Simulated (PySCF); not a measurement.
**Working out the ionisation energy of W²⁺**

W²⁺ [Xe] 4f14 5d4 (5D) → W³⁺ [Xe] 4f14 5d3 (4F). All numbers are calculated (PySCF 2.14, scalar relativity through the core potential, in def2-TZVP with the def2 core potential (60 electrons) (6s4p3d1f, 40 functions)). Frozen: 5s2 5p6. Energies in hartree (1 hartree = 27.21139 eV):

```tsv
part	W²⁺ (lower)	W³⁺ (upper)
UHF	-65.551869	-64.643890
MP2 opposite-spin	0.000000	0.000000
MP2 same-spin	-0.021882	-0.008464
```

Q: What does Hartree-Fock give?

A: (-64.643890) − (-65.551869) = 0.907979 hartree = 24.707 eV.

Q: What do MP2 and SCS-MP2 (6/5 opposite-spin, 1/3 same-spin) give?

A: The opposite-spin parts differ by 0.000 eV and the same-spin parts by 0.365 eV. MP2: 24.707 + (0.000) + (0.365) = 25.072 eV. SCS-MP2: 24.707 + 1.2 × (0.000) + (0.365)/3 = 24.829 eV.

Reference: 26 ± 0.4 eV (semi-empirical (NIST evaluation); NIST Atomic Spectra Database, ionization energies), between the lowest levels; spin-orbit coupling is absent from the calculation.

What remains against the reference includes basis incompleteness, the frozen core and correlation beyond second order.
